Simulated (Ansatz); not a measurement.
Born–Oppenheimer molecular dynamics of H6OSn (8 atoms, charge 0, multiplicity 1). It starts at the highest image of a converged band, a first-order saddle point between two minima.

All numbers below come from RKS BLYP/def2-SVP (Ansatz 0.2.0).

```
ensemble                      : NVE (velocity Verlet)
time step                     : 0.5 fs
steps asked                   : 200
starting velocities drawn for : 300 K
seed                          : 5393
```

First frame:

```xyz
8
Properties=species:S:1:pos:R:3
Sn -0.207 0.046 -0.265
H -0.361 0.733 1.771
H 1.323 -0.633 0.192
H -0.198 1.676 -0.842
H -0.862 -0.988 -1.517
O -2.053 -0.364 0.950
H -2.272 -1.298 1.167
H -1.267 0.199 1.690
```

(1) How far do the bonds stretch over the last three quarters of this one trajectory? (Pairs bonded in most of those frames.)

## Answers

(1) 
| bond | mean (Å) | spread (Å) | shortest | longest |
| --- | --- | --- | --- | --- |
| Sn1–H3 | 1.741 | 0.012 | 1.72 | 1.76 |
| Sn1–H4 | 1.742 | 0.012 | 1.72 | 1.77 |
| Sn1–H5 | 1.747 | 0.046 | 1.68 | 1.82 |
| Sn1–O6 | 2.065 | 0.112 | 1.89 | 2.23 |
| H2–H8 | 0.771 | 0.032 | 0.72 | 0.82 |
| O6–H7 | 0.984 | 0.017 | 0.95 | 1.02 |

Mean temperature of the second half: 1402 K. The conserved energy stayed within 0.13 meV per atom of its start (net change -0.023 meV per atom), so the integration is sound. The kinetic energy rose, since the run started high on the potential surface and went downhill. It ends in pieces (H2 + H4OSn), so much of that is their flight and rotation, not heat. A run of 0.1 ps of so small a system gives no equilibrium averages. The orbitals stay closed-shell, which can raise the energy where a bond breaks towards radicals; this wasn't checked here.

The run took 5.3 min on 1 thread of Arm Neoverse V1 (shared host), peak memory 0.11 GiB.
